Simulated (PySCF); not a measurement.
C5H5, multiplicity 2. Atoms are numbered in the order given.

```xyz
10

C     -1.2552     0.0386     0.0000
C     -0.5136     1.1526     0.0000
C      0.9205     0.6898     0.0000
C      0.8288    -0.8071     0.0000
C     -0.4707    -1.1828     0.0000
H     -0.8339     2.1942     0.0000
H      1.4710     1.0637    -0.8836
H      1.4710     1.0637     0.8836
H      1.6965    -1.4694     0.0000
H     -0.8635    -2.1998     0.0000
```
Charge 0, spin multiplicity 2.

Geometry: PBE0-D3(BJ)/def2-SVP. The isomer is the one that the SMILES or the coordinates give; other isomers of the formula were not compared. The values are those of a single conformer.

Computed with ωB97X/def2-TZVP run with PySCF.

ESP charges are fitted to the potential on shells at 1.4 to 2.0 van der Waals radii. Atomic charges (e):

| atom | Mulliken | Löwdin | ESP fit | meta-Löwdin | Mulliken spin |
|---|---|---|---|---|---|
| C1 | -0.01 | -0.01 | -0.04 | -0.03 | 0.97 |
| C2 | -0.25 | -0.18 | -0.25 | -0.17 | -0.11 |
| C3 | -0.08 | -0.22 | 0.02 | -0.20 | 0.06 |
| C4 | -0.21 | -0.15 | -0.22 | -0.12 | 0.06 |
| C5 | -0.14 | ___ | -0.13 | -0.14 | -0.01 |
| H6 | 0.15 | ___ | 0.16 | 0.13 | 0.01 |
| H7 | 0.12 | ___ | 0.09 | 0.13 | 0.00 |
| H8 | 0.12 | ___ | 0.09 | 0.13 | 0.00 |
| H9 | 0.14 | ___ | 0.14 | 0.12 | 0.01 |
| H10 | 0.15 | 0.14 | 0.16 | 0.13 | 0.00 |

Q: Fill in the missing entries. (The exact figures need the calculation; the answer reports its results.)

A: 
- C5, Löwdin: -0.17
- H6, Löwdin: 0.14
- H7, Löwdin: 0.16
- H8, Löwdin: 0.16
- H9, Löwdin: 0.14

Computed Mayer and Wiberg (Löwdin basis) orders of the bonds:
| bond | Mayer | Wiberg |
|---|---|---|
| C1–C2 | 1.87 | 2.03 |
| C2–C3 | 1.00 | 1.18 |
| C3–C4 | 1.03 | 1.21 |
| C1–C5 | 1.13 | 1.36 |
| C4–C5 | 1.81 | 1.90 |
| C2–H6 | 0.96 | 0.86 |
| C3–H7 | 0.93 | 0.82 |
| C3–H8 | 0.93 | 0.82 |
| C4–H9 | 0.95 | 0.85 |
| C5–H10 | 0.96 | 0.85 |
